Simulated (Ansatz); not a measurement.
Species: GeNH3, charge 0, singlet. GeNH3 (SMILES [GeH][NH2]).
B3LYP-D3(BJ)/def2-TZVP minimum from Ansatz (an electronic-structure program):
```
N
H 1 1.0083
H 1 1.0085 2 112.36
Ge 1 1.8292 2 125.71 3 -180.00
H 4 1.6068 1 92.58 2 0.00
```

Hartree-Fock and CCSD(T) correlation energies in hartree (Ansatz). UHF or UKS for unpaired electrons; spin-orbit terms are left out. Cores are frozen in correlated methods (noble-gas shells, and filled d and f shells in the p block). No relativity.

| basis | X | E(HF) | E(corr, CCSD(T)) |
|---|---|---|---|
| cc-pVTZ | 3 | -2131.61513 | -0.35738 |
| cc-pVQZ | 4 | -2131.62320 | -0.37664 |
| cc-pV5Z | 5 | -2131.62487 | withheld |

Q: Fit E(corr) = E∞ + A/X³ to X = 3 and 4, predict X = 5, and compare with the run.

A: A = (-0.35738 - (-0.37664))/(1/27 - 1/64) = 0.8995; E∞ = -0.37664 - A/64 = -0.39069; at X = 5, E∞ + A/125 = -0.38350. The run gave -0.38317, 0.33 mEh above the prediction. The same form on X = 4 and 5 gives E∞ = -0.39002, 0.67 mEh above the first estimate.
